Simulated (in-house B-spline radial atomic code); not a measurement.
Results of a calculation; reference values are marked as such.
## Weak and strong correlation along the adiabatic connection

Two-electron singlets in several external potentials (atomic units), by full CI in B-splines with partial waves to l = 8 (correlation energies up to 0.6 % small). The repulsion is scaled by λ at fixed density; W(λ) is the mean repulsion less the Hartree energy, W(0) = E_x, and the area under W from 0 to 1 is E_xc.

Relative drop (W(λ) − E_x)/E_x:

| system | λ = 0.12 | λ = 0.25 | λ = 0.4 | λ = 0.6 | λ = 0.8 | λ = 1 |
| --- | --- | --- | --- | --- | --- | --- |
| −V exp(−r²/w²), V = 0.466, w = 9.53 | 0.0554 | 0.1002 | 0.1387 | 0.1757 | 0.2024 | 0.2227 |
| −Z/r, Z = 2, wall at 6 bohr | 0.0110 | 0.0223 | 0.0345 | 0.0497 | 0.0638 | 0.0767 |
| −Z/r, Z = 0.75, wall at 2.8 bohr | 0.0164 | 0.0327 | 0.0498 | 0.0702 | 0.0882 | 0.1041 |
| ω²r²/2, ω = 17.2 | 0.0036 | 0.0075 | 0.0119 | 0.0176 | 0.0231 | 0.0284 |
| ω²r²/2 − Z/r, ω = 0.107, Z = 0.5 | 0.0340 | 0.0647 | 0.0941 | 0.1257 | 0.1511 | 0.1719 |
| −V exp(−r²/w²), V = 4.7, w = 9.33 | 0.0284 | 0.0550 | 0.0812 | 0.1103 | 0.1342 | 0.1540 |
| −Z exp(−kr)/r, Z = 3.32, k = 1.37 | 0.0077 | 0.0158 | 0.0247 | 0.0360 | 0.0467 | 0.0568 |

Task: Order the systems by how far second-order (GL2) theory, half the initial slope (estimated from the first points of each curve), overshoots the correlation energy, least first.
A. −Z/r, Z = 2, wall at 6 bohr
B. −Z exp(−kr)/r, Z = 3.32, k = 1.37
C. ω²r²/2, ω = 17.2
D. −V exp(−r²/w²), V = 4.7, w = 9.33
E. −V exp(−r²/w²), V = 0.466, w = 9.53
F. ω²r²/2 − Z/r, ω = 0.107, Z = 0.5
G. −Z/r, Z = 0.75, wall at 2.8 bohr

Result: C (GL2/E_c = 1.05), B (GL2/E_c = 1.10), A (GL2/E_c = 1.15), G (GL2/E_c = 1.24), D (GL2/E_c = 1.41), F (GL2/E_c = 1.51), E (GL2/E_c = 1.85).

Task: What else changes along this order?

Result: The ratio follows the bend of the curve. With it the leading natural occupation goes from 1.998 to 1.806 and −T_c/E_c from 0.95 to 0.55 between the first and the last.
